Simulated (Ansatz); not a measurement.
Species: sum formula H4BN2O (charge 0, doublet). It need not be the lowest isomer of its formula. SMILES: NB([NH])O
Coordinates optimised at B3LYP-D3(BJ)/def2-TZVP (Ansatz, a first-principles code):
```xyz
8

N      1.3412    -0.6311     0.0398
B      0.0271     0.0041     0.0042
N     -1.1715    -0.7220     0.1589
O     -0.0551     1.3534    -0.2691
H      1.5759    -1.0922     0.9198
H     -2.0629    -0.3170    -0.0731
H     -1.2010    -1.7076     0.3466
H      0.8057     1.7413    -0.4526
```
Charge 0, spin multiplicity 2.

Property: atomisation energy (electronic, to ground-state atoms), in kJ/mol. Valence correlation only, unless marked. UHF or UKS for open shells. No spin-orbit coupling. No relativistic terms. The coupled-cluster limit lacks core correlation, which all-electron functionals hold. CBS(X,Y): correlation extrapolated as X^-3; Hartree-Fock from the larger set.

```tsv
level	program	atomisation energy (kJ/mol)
PBE/def2-TZVPD	Ansatz	3136.9
```

**Question.** Estimate the value at CCSD(T)/CBS(aug-cc-pVTZ,aug-cc-pVQZ) as computed with Ansatz.

**Answer.** 3037.2 kJ/mol
